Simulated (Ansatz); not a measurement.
Two isomers of C2H7BOS: A = `COBCS`, B = `CSB(C)O`.

Isolated molecules relaxed with PBE0-D4/def2-TZVP in Ansatz; ΔE leaves out vibrations. CBS: MP2 limit from def2 TZ/QZ plus the TZ coupled-cluster correction, frozen cores. Functionals use def2-TZVPP. B3LYP here is the variant with VWN-RPA as its local correlation; programs differ in this. One conformer a species, not always the lowest.

A:

Z-matrix (Å, degrees):
```
C
O 1 1.411
H 1 1.092 2 109.1
H 1 1.094 2 111.4 3 120.7
H 1 1.092 2 108.8 3 -118.5
B 2 1.345 1 122.1 3 -114.0
C 6 1.565 2 119.0 1 173.1
H 6 1.206 2 120.0 1 -4.4
S 7 1.828 6 102.4 2 -102.7
H 7 1.090 6 116.7 2 137.4
H 7 1.091 6 112.8 2 9.8
H 9 1.343 7 96.9 6 -61.7
```

B:

Z-matrix (Å, degrees):
```
C
S 1 1.806
H 1 1.089 2 111.0
H 1 1.089 2 111.0 3 -122.5
H 1 1.089 2 107.0 3 118.7
B 2 1.818 1 103.9 3 61.9
O 6 1.363 2 117.6 1 -179.9
C 6 1.565 2 123.6 1 0.2
H 7 0.961 6 114.5 2 -0.0
H 8 1.091 6 111.0 2 -179.2
H 8 1.094 6 111.6 2 -58.3
H 8 1.094 6 111.3 2 60.2
```

Question: Which is lower in electronic energy at CCSD(T)/CBS, and by how much? (Best estimate.)

Answer: The calculation gave: B, by 164.6 kJ/mol.

Question: Give E(B) − E(A) in kJ/mol with B2PLYP, ωB97M-V, B3LYP, CCSD(T)/def2-TZVPP, PBE0-D4, PBE-D4, B3LYP-D4. (Estimate.)

Answer: Computed: B2PLYP -159.7, ωB97M-V -162.7, B3LYP -154.5, CCSD(T)/def2-TZVPP -160.8, PBE0-D4 -166.7, PBE-D4 -164.6, B3LYP-D4 -158.2. None reverses the order clearly.

Largest T1 diagnostic: 0.013.

The D4 term adds −3.7 kJ/mol with B3LYP and −1.8 kJ/mol with PBE0; it sums over pairs of atoms, weighted by their polarisabilities, and B3LYP, whose exchange is more repulsive, gets the larger term. In def2-TZVPP, CCSD(T) changes the Hartree–Fock value by −11.8 kJ/mol (the triples alone add −1.8 kJ/mol) and MP2 by −21.4 kJ/mol.
